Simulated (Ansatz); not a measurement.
Correlation energies of C₂H₃F₃O₂Si (`CC(=O)O[Si](F)(F)F`) by basis set

Z-matrix (Å, degrees):
```
C
C 1 1.489
H 1 1.087 2 109.8
H 1 1.092 2 109.5 3 121.4
H 1 1.092 2 109.5 3 -121.3
O 2 1.196 1 126.9 3 0.2
O 2 1.364 1 112.0 3 -179.8
Si 7 1.638 2 120.1 1 -180.0
F 8 1.566 7 105.2 2 -180.0
F 8 1.564 7 112.3 2 -62.4
F 8 1.564 7 112.3 2 62.4
```

Total charge 0; spin multiplicity 1. The geometry is a stationary point of PBE0-D4/def2-TZVP. It is one conformer, not always the lowest. Frozen core, restricted reference, Ansatz.

```
     basis     HF (Eh)  MP2 corr.  CCSD corr.       (T)  CCSD(T) total
  def2-SVP  -814.21424          ?           ?  -0.02937              ?
def2-TZVPP  -815.00364          ?           –         –              –
def2-QZVPP           ?   -1.77414           –         –              –
```

Q: Fill in the withheld values. (Best estimate.)

A: Computed: def2-SVP MP2 corr.: -1.26282; def2-SVP CCSD corr.: -1.29023; def2-SVP CCSD(T) total: -815.53384; def2-TZVPP MP2 corr.: -1.63303; def2-QZVPP HF (Eh): -815.03886.
